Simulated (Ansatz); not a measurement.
`C[Se][SiH3]` + H• → `C[Se][SiH2]`• + H₂  (hydrogen abstraction from the Si–H bond)

Gas-phase electronic energies from Ansatz, PBE0-D4/def2-TZVP geometries. CCSD(T)/CBS adds triple-zeta CCSD(T) − MP2 to the extrapolated MP2 energy (def2 sets, frozen cores). This one scheme is used for every species, atoms too. Functionals use def2-TZVPP. Open shells (•) are unrestricted, without spin–orbit coupling. For Se outer-core shells are correlated without core-valence functions, so the limit isn't a true one: a few kJ/mol of doubt a bond, and 10 to 20 or more in all where bonds break to atoms. Scalar relativity is left out up to krypton.

`C[Se][SiH3]`:

Z-matrix (Å, degrees):
```
C
Se 1 1.958
H 1 1.088 2 106.4
H 1 1.088 2 110.3 3 118.7
H 1 1.088 2 110.3 3 -118.7
Si 2 2.266 1 96.6 3 179.7
H 6 1.484 2 106.4 1 179.9
H 6 1.487 2 111.1 1 60.1
H 6 1.487 2 111.1 1 -60.3
```

`C[Se][SiH2]`•:

Z-matrix (Å, degrees):
```
C
Se 1 1.956
H 1 1.088 2 110.1
H 1 1.088 2 110.1 3 122.3
H 1 1.088 2 106.4 3 -118.9
Si 2 2.258 1 97.6 3 -65.7
H 6 1.490 2 106.0 1 -170.1
H 6 1.495 2 110.3 1 -50.9
```

H₂:

```xyz
2

H     0.369   -0.058    0.002
H    -0.369    0.058   -0.002
```

```tsv
level	ΔE (kJ/mol)	difference from CCSD(T)/CBS
PBE-D4	-76.4	-9.9
r2SCANh-D4	-78.2	-11.7
PBE-QIDH	-59.1	7.4
revPBE	-85.4	-18.9
r2SCAN	-80.4	-13.9
r2SCANh	-78.4	-11.9
BHLYP	-68.6	-2.1
CCSD/def2-SVP	-58.9	7.6
MP2/def2-TZVPP	-54.0	12.5
MP2/def2-QZVPP	-53.9	12.6
CCSD(T)/CBS	-66.5	0
```

Largest T1 diagnostic among the species: 0.014.

From BLYP to BHLYP (50 % exact exchange), in def2-TZVPP and without D4, ΔE moves by +20.7 kJ/mol. At CCSD(T), def2-SVP lies +7.1 kJ/mol from the extrapolated value and def2-TZVPP −0.4 kJ/mol. Leaving LDA and LC-ωPBE aside and taking each functional with its dispersion term where it has one, the values, not all of them listed here, spread over 29.6 kJ/mol, from BLYP-D4 to ωB97X-V.
